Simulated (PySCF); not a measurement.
C2H6Te, triplet, at the geometry of the source list (a higher spin typed on purpose: for a closed-shell molecule this is an excited state) (core potentials on Te); HF/def2-SVP (PySCF).

Input for PySCF:
```python
from pyscf import gto, scf

mol = gto.M(
    atom='''
C     1.587100   -0.096400    0.027300
Te    0.065800    0.686600   -1.305700
C    -1.585500    0.101800   -0.030500
H     2.047700   -0.975600   -0.404800
H     2.344100    0.654800    0.202500
H     1.125900   -0.360300    0.967600
H    -1.215300   -0.555400    0.742400
H    -2.321100   -0.424300   -0.620900
H    -2.048600    0.968800    0.422100
''',
    basis='def2-svp',
    ecp={'Te': 'def2-svp'},
    charge=0,
    spin=2,
    verbose=4,
)

mf = scf.UHF(mol)
mf.kernel()
```

What the program printed (banner, timings and long lists left out):

```
PySCF version 2.14.0

[INPUT] verbose = 4
[INPUT] num. atoms = 9
[INPUT] num. electrons = 42
[INPUT] charge = 0
[INPUT] spin (= nelec alpha-beta = 2S) = 2
[INPUT] symmetry False subgroup None
[INPUT] Mole.unit = angstrom
[INPUT] Symbol           X                Y                Z      unit          X                Y                Z       unit  Magmom
[INPUT]  1 C      1.587100000000  -0.096400000000   0.027300000000 AA    2.999184332297  -0.182169598408   0.051589523201 Bohr   0.0
[INPUT]  2 Te     0.065800000000   0.686600000000  -1.305700000000 AA    0.124343978996   1.297485957126  -2.467415400845 Bohr   0.0
[INPUT]  3 C     -1.585500000000   0.101800000000  -0.030500000000 AA   -2.996160770498   0.192374119481  -0.057636646799 Bohr   0.0
[INPUT]  4 H      2.047700000000  -0.975600000000  -0.404800000000 AA    3.869592185272  -1.843616807126  -0.764961135224 Bohr   0.0
[INPUT]  5 H      2.344100000000   0.654800000000   0.202500000000 AA    4.429707008593   1.237392666365   0.382669540224 Bohr   0.0
[INPUT]  6 H      1.125900000000  -0.360300000000   0.967600000000 AA    2.127642643648  -0.680868322681   1.828498998129 Bohr   0.0
[INPUT]  7 H     -1.215300000000  -0.555400000000   0.742400000000 AA   -2.296584159184  -1.049553889583   1.402932674877 Bohr   0.0
[INPUT]  8 H     -2.321100000000  -0.424300000000  -0.620900000000 AA   -4.386243307728  -0.801810794653  -1.173330950742 Bohr   0.0
[INPUT]  9 H     -2.048600000000   0.968800000000   0.422100000000 AA   -3.871292938784   1.830766669479   0.797653397179 Bohr   0.0

nuclear repulsion = 130.350952017713
number of shells = 40
number of NR pGTOs = 151
number of NR cGTOs = 84
basis = def2-svp
ecp = {'Te': 'def2-svp'}

******** <class 'pyscf.scf.uhf.UHF'> ********
method = UHF
initial guess = minao
damping factor = 0
level_shift factor = 0
DIIS = <class 'pyscf.scf.diis.CDIIS'>
diis_start_cycle = 1
diis_space = 8
diis_damp = 0
SCF conv_tol = 1e-09
SCF conv_tol_grad = None
SCF max_cycles = 50
direct_scf = True
direct_scf_tol = 1e-13
number electrons alpha = 22  beta = 20
Set gradient conv threshold to 3.16228e-05
init E= -317.665368292429

cycle= 1 E= -344.292692560442  delta_E= -26.6  |g|= 1.63  |ddm|= 5.32
cycle= 2 E= -345.070219714936  delta_E= -0.778  |g|= 1.15  |ddm|= 10.4

cycle= 3 E= -346.00416090933  delta_E= -0.934  |g|= 0.133  |ddm|= 9.88
cycle= 4 E= -346.020330725126  delta_E= -0.0162  |g|= 0.0419  |ddm|= 0.262
cycle= 5 E= -346.022213273569  delta_E= -0.00188  |g|= 0.0159  |ddm|= 0.0956
cycle= 6 E= -346.022608173492  delta_E= -0.000395  |g|= 0.0064  |ddm|= 0.0611
cycle= 7 E= -346.022669593449  delta_E= -6.14e-05  |g|= 0.00238  |ddm|= 0.0173
cycle= 8 E= -346.022683131242  delta_E= -1.35e-05  |g|= 0.001  |ddm|= 0.00945
cycle= 9 E= -346.022685924445  delta_E= -2.79e-06  |g|= 0.000561  |ddm|= 0.00444
cycle= 10 E= -346.022686988691  delta_E= -1.06e-06  |g|= 0.000318  |ddm|= 0.00386
cycle= 11 E= -346.02268738864  delta_E= -4e-07  |g|= 0.000147  |ddm|= 0.00328
cycle= 12 E= -346.02268751731  delta_E= -1.29e-07  |g|= 0.000119  |ddm|= 0.00234
cycle= 13 E= -346.022687627109  delta_E= -1.1e-07  |g|= 0.000106  |ddm|= 0.00249
cycle= 14 E= -346.022687774866  delta_E= -1.48e-07  |g|= 9.38e-05  |ddm|= 0.00377
cycle= 15 E= -346.022688095357  delta_E= -3.2e-07  |g|= 6.13e-05  |ddm|= 0.0108
cycle= 16 E= -346.022688246082  delta_E= -1.51e-07  |g|= 3.3e-05  |ddm|= 0.0093
cycle= 17 E= -346.022688281437  delta_E= -3.54e-08  |g|= 1.27e-05  |ddm|= 0.00575
cycle= 18 E= -346.022688283386  delta_E= -1.95e-09  |g|= 4.2e-06  |ddm|= 0.00118
cycle= 19 E= -346.022688283522  delta_E= -1.35e-10  |g|= 1.93e-06  |ddm|= 0.000428
Extra cycle  E= -346.022688283531  delta_E= -9.72e-12  |g|= 1.23e-06  |ddm|= 5.52e-06
converged SCF energy = -346.022688283531  <S^2> = 2.0262603  2S+1 = 3.0174561
```
